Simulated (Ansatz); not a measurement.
The same path of AlF$_{2}$H$_{4}$NO (9 atoms, charge 0, multiplicity 1) was run twice with different band settings. Lost on the way: O7–H9. Made: N2–H9.

Theory: Ansatz, RKS r2SCAN-D4/def2-SVP.

Relaxed end points:

```xyz
9
Properties=species:S:1:pos:R:3
Al -0.010 0.169 0.299
N 0.018 -0.050 2.105
H -0.722 -0.581 2.562
H 0.888 -0.272 2.586
F 1.416 0.031 -0.550
F -1.445 -0.199 -0.478
O -0.287 2.082 0.626
H -1.138 2.450 0.344
H -0.346 1.847 1.595
```

```xyz
9
Properties=species:S:1:pos:R:3
Al -0.199 0.533 0.173
N -0.009 0.138 2.125
H -0.696 -0.550 2.441
H 0.923 -0.211 2.360
F 1.320 0.100 -0.392
F -1.416 -0.538 -0.256
O -0.581 2.194 0.358
H -0.801 2.799 -0.353
H -0.167 1.011 2.634
```

Common settings: movable images 5; climbing image yes; spring 5.0 eV/Å²; optimiser quadratic models (default); force threshold 0.03 eV/Å; iteration limit 60; end points relaxed.

| run | start path |
| --- | --- |
| 1 | through a guess of the saddle point |
| 2 | straight line |

Task: What does each run give, and how far can it be trusted?

Result: Run 1: converged after 12 iterations, highest image 0.038 eV above the first end. A vibrational analysis at the climbing image gives one clearly imaginary mode, 525i cm⁻¹: a first-order saddle point.
Run 2: converged after 11 iterations, highest image 0.038 eV above the first end. Another band between the same ends (5 images) ends at a top of the same energy, where a vibrational analysis finds 1 clearly imaginary mode.
The orbitals stay closed-shell, which can raise the energy where a bond breaks towards radicals; this wasn't checked here.
